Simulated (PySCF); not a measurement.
Dipole response of Os²⁺ (osmium, charge +2)

[Xe] 4f14 5d6, high-spin 5D determinant. All numbers are calculated (PySCF 2.14, a scalar-relativistic core potential, in def2-QZVPPD with the def2 core potential (60 electrons) (7s5p4d4f2g, 88 functions)). Coupled (time-dependent) response in atomic units; α is the mean over directions.

```
method  mean α (bohr³)         α xx, yy, zz  C₆ (like pair)  S(−4)
 B97-3           11.01  11.27, 11.27, 10.49           69.97  34.90
```

S(−4) is the Cauchy moment in α(ω) = α(0) + S(−4) ω² + …

Spin-orbit coupling is absent.

α(iu) at B97-3:

```csv
u (hartree),α(iu) (bohr³)
0,11.01
0.0500,10.92
0.100,10.68
0.200,9.867
0.300,8.889
0.500,7.110
0.750,5.480
1.00,4.336
1.50,2.886
2.00,2.040
3.00,1.153
5.00,0.4989
```

A single London oscillator, α(iu) = α/(1 + u²/ω²), gives C₆ = (3/4) ω α². Matching the computed C₆ needs ω = 4 × 69.97 / (3 × 11.01²) = 0.770 hartree.

For an ion, C₆ is the dispersion term alone; charge-induced terms of lower order in 1/R come first.

The components differ because the open shell of this determinant is not spherical; for a pure term their mean is the scalar polarisability.

Energies and moments cover only the electrons outside the core potential. Spin-orbit coupling, absent here, splits the open shell strongly.
